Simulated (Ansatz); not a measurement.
Cost and result for the atomization energy of CH7FSi3 (`F[Si]1([SiH3])C[SiH2]1`) (12 atoms, 12 bonds).

```xyz
12

F     0.985    1.285   -1.715
Si    0.201    0.471   -0.579
Si    1.628   -0.798    0.751
C    -1.471   -0.085   -1.001
Si   -1.950    1.163    0.445
H     2.730   -1.359   -0.073
H     0.822   -1.899    1.336
H     2.198    0.047    1.830
H    -1.847    0.227   -1.974
H    -1.712   -1.123   -0.785
H    -0.333    1.775    0.263
H    -1.252    0.295    1.504
```

Charge 0, multiplicity 1. Geometry: relaxed with PBE0-D4/def2-TZVP. Program: Ansatz. All runs use 4 threads of an Intel Xeon Platinum 8559C on a shared host. Times are those of one run each, without the atoms' runs, and a repeat can differ threefold. Electronic energies, without spin–orbit coupling; frozen cores. CCSD(T)/CBS adds CCSD(T) − MP2 in def2-TZVPP to the MP2 limit, and its time is that of the two runs behind it. T1 = 0.015. B3LYP takes the VWN-RPA correlation (the form of Gaussian; ORCA's B3LYP/G).

CCSD(T)/CBS is a level of theory with its own doubt, some kJ/mol a heavy atom from the limit and from the frozen cores, so smaller differences don't rank the functionals.

```
                             level  functions  wall time  atomization (kcal/mol)  difference from CCSD(T)/CBS  per bond
   PBE-D4/def2-TZVPP (with forces)        286      2.4 s                   950.5                          3.7       0.3
                PBE0-D4/def2-TZVPP        286      3.2 s                   940.6                         -6.2      -0.5
r2SCAN-D4/def2-TZVPP (with forces)        286      3.8 s                   948.6                          1.8       0.1
                 B2PLYP/def2-TZVPP        286      4.8 s                   930.0                        -16.8      -1.4
 B3LYP-D4/def2-TZVPP (with forces)        286        5 s                   942.3                         -4.5      -0.4
                ωB97X-V/def2-TZVPP        286        6 s                   951.5                          4.7       0.4
  ωB97M-V/def2-TZVPP (with forces)        286        8 s                   948.5                          1.7       0.1
                    MP2/def2-QZVPP        534       19 s                   941.3                         -5.5      -0.5
                CCSD(T)/def2-TZVPP        286       93 s                   920.9                        -25.9      -2.2
                 CCSD(T)/CBS(def2)          –      110 s                   946.8                          0.0       0.0
```

From PBE to PBE0 (25 % exact exchange), in def2-TZVPP and without D4, the atomization energy moves by −8.7 kcal/mol: exact exchange takes away binding that semilocal exchange gives to molecules. The D4 term adds +12.3 kcal/mol with B3LYP and +6.5 kcal/mol with PBE0; it sums over pairs of atoms, weighted by their polarisabilities, and B3LYP, whose exchange is more repulsive, gets the larger term. In def2-TZVPP, CCSD(T) changes the Hartree–Fock value by +220.7 kcal/mol (the triples alone add +12.7 kcal/mol) and MP2 by +225.5 kcal/mol; breaking electron pairs costs correlation energy, which Hartree–Fock lacks.
